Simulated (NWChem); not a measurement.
The numbers come from NWChem runs, not from measurements. System: F₃Ga, charge 0, spin multiplicity 1, at a geometry optimised with B3LYP/def2-SVP. The structure started from a generated list of species. Level: EOM-CCSD/def2-SVP, 12 core orbitals frozen.

Part of the output:

```
             Northwest Computational Chemistry Package (NWChem) 7.3.0
             --------------------------------------------------------

                                NWChem Input Module
                                -------------------

 Scaling coordinates for geometry "geometry" by  1.889725989
 (inverse scale =  0.529177249)

 Turning off AUTOSYM since
 SYMMETRY directive was detected!

                             Geometry "geometry" -> ""
                             -------------------------

 Output coordinates in angstroms (scale by  1.889725989 to convert to a.u.)

  No.       Tag          Charge          X              Y              Z
 ---- ---------------- ---------- -------------- -------------- --------------
    1 Ga                  31.0000     0.00000000     0.00000000    -0.00001100
    2 F                    9.0000     0.00000000     0.00000000     1.73329800
    3 F                    9.0000    -1.50111000     0.00000000    -0.86663100
    4 F                    9.0000     1.50111000     0.00000000    -0.86663100

 Effective nuclear repulsion energy (a.u.)     298.3673374976

            Nuclear Dipole moment (a.u.)
            ----------------------------
        X                 Y               Z
 ---------------- ---------------- ----------------
     0.0000000000     0.0000000000    -0.0000321253

      Symmetry information
      --------------------

 Group name             C2v
 Group number             16
 Group order               4
 No. of unique centers     3

      Symmetry unique atoms

     1    2    3


 Summary of "ao basis" -> "" (spherical)
 ------------------------------------------------------------------------------
       Tag                 Description            Shells   Functions and Types
 ---------------- ------------------------------  ------  ---------------------
 *                          def2-svp                  on all atoms

 Summary of "ao basis" -> "ao basis" (spherical)
 ------------------------------------------------------------------------------
       Tag                 Description            Shells   Functions and Types
 ---------------- ------------------------------  ------  ---------------------
 Ga                         def2-svp                12       32   5s4p3d
 F                          def2-svp                 6       14   3s2p1d

                                 NWChem SCF Module
                                 -----------------

  ao basis        = "ao basis"
  functions       =    74
  atoms           =     4
  closed shells   =    29
  open shells     =     0
  charge          =   0.00
  wavefunction    = RHF
  use symmetry    = T
  symmetry adapt  = T

 Summary of "ao basis" -> "ao basis" (spherical)
 ------------------------------------------------------------------------------
       Tag                 Description            Shells   Functions and Types
 ---------------- ------------------------------  ------  ---------------------
 Ga                         def2-svp                12       32   5s4p3d
 F                          def2-svp                 6       14   3s2p1d

      Symmetry analysis of basis
      --------------------------

        a1         32
        a2          8
        b1         20
        b2         14

 Forming initial guess at       0.1s

      Superposition of Atomic Density Guess
      -------------------------------------

 Sum of atomic energies:       -2220.85339516

      Non-variational initial energy
      ------------------------------

 Total energy =   -2220.852074
 1-e energy   =   -3697.180067
 2-e energy   =    1177.960656
 HOMO         =      -0.641460
 LUMO         =      -0.106600

      Symmetry analysis of molecular orbitals - initial
      -------------------------------------------------

  Numbering of irreducible representations:

     1 a1          2 a2          3 b1          4 b2

  Orbital symmetries:

     1 a1          2 a1          3 b1          4 a1          5 b2
     6 a1          7 a1          8 b1          9 a1         10 b1
    11 a1         12 b2         13 a1         14 a1         15 b1
    16 b1         17 a1         18 a2         19 b2         20 a1
    21 a1         22 b1         23 a1         24 b2         25 a2
[...]
    33b1  (alpha) ---    26b2  (alpha)       -0.1085782864

 Doubles contributions

 =========================================
 Excited-state calculation ( b1  symmetry)
 =========================================
 Dim. of EOMCC iter. space      500

 EOMCCSD SOLVER TYPE  1
  maxdiff =   0.66947568230975929

 No. of initial right vectors    1

 EOM-CCSD right-hand side iterations
 --------------------------------------------------------------
      Residuum       Omega / hartree  Omega / eV    Cpu    Wall
 --------------------------------------------------------------

 Iteration   1 using    1 trial vectors
   0.8624787365032   0.5289572090747   14.39366     0.9     0.9

 Iteration   2 using    2 trial vectors
   0.1580683331310   0.3480317303710    9.47043     0.6     0.6

 Iteration   3 using    3 trial vectors
   0.0837158882545   0.3384198403806    9.20888     0.6     0.6

 Iteration   4 using    4 trial vectors
   0.0593629586346   0.3331560845071    9.06564     0.6     0.6

 Iteration   5 using    5 trial vectors
   0.0408976443174   0.3289481178816    8.95114     0.6     0.6

 Iteration   6 using    6 trial vectors
   0.0301203808988   0.3273841626816    8.90858     0.6     0.6

 Iteration   7 using    7 trial vectors
   0.0258273478399   0.3268108052873    8.89298     0.6     0.6

 Iteration   8 using    8 trial vectors
   0.0142060175142   0.3264862602200    8.88415     0.6     0.6

 Iteration   9 using    9 trial vectors
   0.0072099667949   0.3264028411453    8.88188     0.6     0.6

 Iteration  10 using   10 trial vectors
   0.0050848500402   0.3263671389307    8.88091     0.6     0.6

 Iteration  11 using   11 trial vectors
   0.0045438680494   0.3263410671092    8.88020     0.6     0.6

 Iteration  12 using   12 trial vectors
   0.0036928181755   0.3263165292937    8.87953     0.6     0.6

 Iteration  13 using   13 trial vectors
   0.0024452034153   0.3262800248933    8.87853     0.6     0.6

 Iteration  14 using   14 trial vectors
   0.0014012564100   0.3262955426970    8.87896     0.6     0.6

 Iteration  15 using   15 trial vectors
   0.0007447553452   0.3262909585826    8.87883     0.6     0.6

 Iteration  16 using   16 trial vectors
   0.0003715066123   0.3262903692902    8.87882     0.6     0.6

 Iteration  17 using   17 trial vectors
   0.0001732567104   0.3262898295966    8.87880     0.6     0.6

 Iteration  18 using   18 trial vectors
   0.0000859597675   0.3262908679497    8.87883     0.6     0.6

 Iteration  19 using   19 trial vectors
   0.0000669113846   0.3262904870842    8.87882     0.6     0.6

 Iteration  20 using   20 trial vectors
   0.0001191458170   0.3262900921344    8.87881     0.6     0.6

 Iteration  21 using   21 trial vectors
   0.0009144746859   0.3262946768794    8.87893     0.6     0.6

 Iteration  22 using   22 trial vectors
   0.0715539759782   0.3155111463808    8.58550     0.6     0.6

 Iteration  23 using   23 trial vectors
   0.0271394118868   0.3147214024134    8.56401     0.6     0.6

 Iteration  24 using   24 trial vectors
   0.0112842312379   0.3137318832089    8.53708     0.6     0.6

 Iteration  25 using   25 trial vectors
   0.0045999937632   0.3139932469076    8.54419     0.7     0.7

 Iteration  26 using   26 trial vectors
   0.0018365610704   0.3138369060578    8.53994     0.7     0.7

 Iteration  27 using   27 trial vectors
   0.0008460456832   0.3139013584122    8.54169     0.7     0.7

 Iteration  28 using   28 trial vectors
   0.0003900970367   0.3138676463992    8.54078     0.7     0.7

 Iteration  29 using   29 trial vectors
   0.0001570601042   0.3138828845173    8.54119     0.7     0.7

 Iteration  30 using   30 trial vectors
   0.0000666655829   0.3138773625217    8.54104     0.6     0.6

 Iteration  31 using   31 trial vectors
   0.0000318685953   0.3138794849702    8.54110     0.7     0.7

 Iteration  32 using   32 trial vectors
   0.0000145605493   0.3138786870419    8.54108     0.7     0.7

 Iteration  33 using   33 trial vectors
   0.0000066246393   0.3138789777006    8.54109     0.6     0.6
 --------------------------------------------------------------
 Iterations converged
 ------------------

 Excited state root  1
 Excitation energy / hartree =        0.313878977700603
                   / eV      =        8.541085189674179
 largest EOMCCSD amplitudes: R1 and R2

 Singles contributions
    30a1  (alpha) ---    27b1  (alpha)       -0.8946257017
    32a1  (alpha) ---    28b1  (alpha)       -0.1169138132
    34a1  (alpha) ---    27b1  (alpha)       -0.1500493690
    33b1  (alpha) ---    29a1  (alpha)        0.1169029723

 Doubles contributions

 =========================================
 Excited-state calculation ( b2  symmetry)
 =========================================
 Dim. of EOMCC iter. space      500

 EOMCCSD SOLVER TYPE  1
  maxdiff =   0.67678059610188257

 No. of initial right vectors    1

 EOM-CCSD right-hand side iterations
 --------------------------------------------------------------
      Residuum       Omega / hartree  Omega / eV    Cpu    Wall
 --------------------------------------------------------------

 Iteration   1 using    1 trial vectors
   0.8553915060596   0.5152181706915   14.01981     0.8     0.8

 Iteration   2 using    2 trial vectors
   0.1565084640741   0.3356503996628    9.13352     0.6     0.6

 Iteration   3 using    3 trial vectors
   0.0777483567332   0.3261700662796    8.87554     0.6     0.6

 Iteration   4 using    4 trial vectors
   0.0423503324445   0.3221655069363    8.76657     0.6     0.6

 Iteration   5 using    5 trial vectors
   0.0213592258570   0.3199258324873    8.70563     0.6     0.6

 Iteration   6 using    6 trial vectors
   0.0075620564056   0.3195656980079    8.69583     0.6     0.6

 Iteration   7 using    7 trial vectors
   0.0041470800763   0.3194935055667    8.69386     0.6     0.6

 Iteration   8 using    8 trial vectors
   0.0031910132122   0.3194820146936    8.69355     0.6     0.6

 Iteration   9 using    9 trial vectors
   0.0027367510231   0.3194752633911    8.69337     0.6     0.6

 Iteration  10 using   10 trial vectors
   0.0017677621978   0.3194681782479    8.69318     0.6     0.6

 Iteration  11 using   11 trial vectors
   0.0013049049672   0.3194789533605    8.69347     0.6     0.6

 Iteration  12 using   12 trial vectors
   0.0008272804407   0.3194719529343    8.69328     0.6     0.6

 Iteration  13 using   13 trial vectors
   0.0004701166506   0.3194708411759    8.69325     0.6     0.6

 Iteration  14 using   14 trial vectors
   0.0002363054274   0.3194717825769    8.69327     0.6     0.6

 Iteration  15 using   15 trial vectors
   0.0001492185119   0.3194715764852    8.69327     0.6     0.6

 Iteration  16 using   16 trial vectors
   0.0001087599261   0.3194707050735    8.69324     0.6     0.6

 Iteration  17 using   17 trial vectors
   0.0000546112500   0.3194707812909    8.69325     0.6     0.6

 Iteration  18 using   18 trial vectors
   0.0000201496867   0.3194712809794    8.69326     0.6     0.6

 Iteration  19 using   19 trial vectors
   0.0000065868396   0.3194710209588    8.69325     0.6     0.6
 --------------------------------------------------------------
 Iterations converged
 ------------------

 Excited state root  1
 Excitation energy / hartree =        0.319471020958783
                   / eV      =        8.693252493780848
 largest EOMCCSD amplitudes: R1 and R2

 Singles contributions
    30a1  (alpha) ---    26b2  (alpha)       -0.8931095706
    32a1  (alpha) ---    24b2  (alpha)       -0.1234099754
    32a1  (alpha) ---    26b2  (alpha)       -0.1085183637
    34a1  (alpha) ---    26b2  (alpha)       -0.1584764284
    33b1  (alpha) ---    25a2  (alpha)       -0.1084940706

 Doubles contributions

 Task  times  cpu:       68.5s     wall:       68.5s

 Total times  cpu:       68.6s     wall:       68.6s
```

**Question.** Write an NWChem input that would produce this output.

**Answer.** One answer among several that fit: 
```
start mol
memory heap 100 mb stack 700 mb global 1900 mb
geometry units angstroms nocenter noautoz
  Ga     0.000000     0.000000    -0.000011
  F      0.000000     0.000000     1.733298
  F     -1.501110     0.000000    -0.866631
  F      1.501110     0.000000    -0.866631
  symmetry group C2v
end
basis spherical
  * library def2-svp
end
scf
  rhf
  nopen 0
  maxiter 100
  thresh 1e-7
  semidirect memsize 60000000 filesize 0
end
tce
  freeze core 12
  ccsd
  nroots 1
  2eorb
  2emet 13
  thresh 1e-5
  maxiter 200
  tilesize 24
end
task tce energy
```
